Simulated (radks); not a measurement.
Question: The mean radii <r> (bohr) of the occupied orbitals of an atom or ion are listed with their occupations. Method: scalar-relativistic Kohn-Sham, r2SCAN, spin-polarised, spherical densities, finite nucleus; meta-GGA in the generalised Kohn-Sham scheme; Fermi nuclear charge, rms radius of each element as measured or else 0.836 A^(1/3) + 0.57 fm; computed with a radial shooting solver on a logarithmic mesh with Libxc functionals.

| orbital | occ. | <r> |
|---|---|---|
| 1s up | 1 | 0.01605 |
| 1s down | 1 | 0.01605 |
| 2s up | 1 | 0.06741 |
| 2s down | 1 | 0.06740 |
| 2p up | 3 | 0.06122 |
| 2p down | 3 | 0.06120 |
| 3s up | 1 | 0.1702 |
| 3s down | 1 | 0.1702 |
| 3p up | 3 | 0.1707 |
| 3p down | 3 | 0.1708 |
| 3d up | 5 | 0.1535 |
| 3d down | 4 | 0.1536 |

Name the element and its charge. Open shells, if any, are filled with parallel spins first.

Answer: Z = 82, lead, charge +55: Pb55+ in [Ar] 3d9. The 1s radius gives Z: for a bare nucleus <r> = (2 gamma + 1)/(2Z) with gamma = sqrt(1 - (Z/c)^2), 0.01587 bohr for Z = 82, and screening makes it slightly larger (0.01605 here). The occupations add up to 27, and the charge is Z minus that.
